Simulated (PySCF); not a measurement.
## Shifts of the heteroatoms

Geometry:
```json
{"atom": "N1", "x (Å)": "1.176", "y (Å)": "-0.730", "z (Å)": "-0.040"}
{"atom": "C2", "x (Å)": "0.516", "y (Å)": "0.435", "z (Å)": "0.066"}
{"atom": "O3", "x (Å)": "1.008", "y (Å)": "1.521", "z (Å)": "0.231"}
{"atom": "C4", "x (Å)": "-1.025", "y (Å)": "0.299", "z (Å)": "-0.008"}
{"atom": "F5", "x (Å)": "-1.526", "y (Å)": "1.175", "z (Å)": "-0.864"}
{"atom": "F6", "x (Å)": "-1.558", "y (Å)": "0.524", "z (Å)": "1.190"}
{"atom": "F7", "x (Å)": "-1.409", "y (Å)": "-0.929", "z (Å)": "-0.399"}
{"atom": "H8", "x (Å)": "2.180", "y (Å)": "-0.715", "z (Å)": "0.009"}
{"atom": "H9", "x (Å)": "0.699", "y (Å)": "-1.596", "z (Å)": "-0.215"}
```

[PySCF: GIAO B97-2/pcSseg-2 shieldings; PBE0-D3(BJ)/def2-TZVP structure; non-relativistic Hamiltonian; averaged over atoms made equivalent by symmetry, fast rotation or ring inversion; in vacuum; a single conformation]

(1) Where does ¹⁹F resonate?

(2) What are the ¹⁵N shifts?

(3) Where does ¹⁷O resonate?

Answers

(1) 
```json
{"atoms": "F5/F6/F7", "environment": "fluorine of a CF3 group", "σ (ppm)": "264.0", "δ (ppm)": "-77.6"}
```

Shieldings were converted by a linear fit to measured shifts: ¹⁹F: δ = 163.32 − 0.949σ +9.6 on sp3 carbon (rms 4.2 ppm, 161 shifts, 5.7 ppm with the 8 outliers that the fit left out vs CFCl3, solution or neat liquid). Occasional misses reach two or three times the rms, and more in compound classes unlike the fitted ones.

On a 300 MHz spectrometer ¹⁹F resonates near 282.3 MHz, so 1 ppm is 282.3 Hz.

(2) 
| atoms | environment | σ (ppm) | δ (ppm) |
| --- | --- | --- | --- |
| N1 | amide-type nitrogen | 155.4 | -292.8 |

Shieldings were converted by a linear fit to measured shifts: ¹⁵N (scatter 6.4 ppm rms vs CH3NO2, solution or neat liquid). Occasional misses reach two or three times the rms, and more in compound classes unlike the fitted ones.

On a 300 MHz spectrometer ¹⁵N resonates near 30.4 MHz, so 1 ppm is 30.4 Hz.

(3) 
| atoms | environment | σ (ppm) | δ (ppm) |
| --- | --- | --- | --- |
| O3 | amide-type carbonyl oxygen | -62.6 | 333.3 |

Shieldings were converted by a linear fit to measured shifts: ¹⁷O (scatter 12.2 ppm rms vs liquid water, solution or neat liquid). A few per cent of atoms miss by over 2 rms, more outside the fitted compound classes.

On a 600 MHz spectrometer ¹⁷O resonates near 81.3 MHz, so 1 ppm is 81.3 Hz.

Hydrogen bonding in solution shields acid and N–H amide carbonyl oxygens by tens of ppm.
